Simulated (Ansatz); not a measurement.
Ansatz (a quantum-chemistry and plane-wave program) input:

Ansatz 0.2 input:
```yaml
crystal:
  periodic: [false, false, false]
  atoms:
    - {symbol: Cu, position_ang: [-0.00000000, -0.00000000, -0.83767777]}
    - {symbol: Cl, position_ang: [0.00000000, 0.00000000, 1.42897973]}
basis:
  gaussian:
    orbitals: def2-SVPD
total_charge: -1
magnetization: {spin_polarized: true, initial_magnetization: 1}
correlation: {method: ccsd_t, electrons: outside_noble_gas}
output: {forces: true}
```

Problem. Predict the final energy.

Solution. -2098.60134 Eh (CCSD(T)/def2-SVPD). The basis has 61 functions.

The spin state was set by rule; other spins were not relaxed.
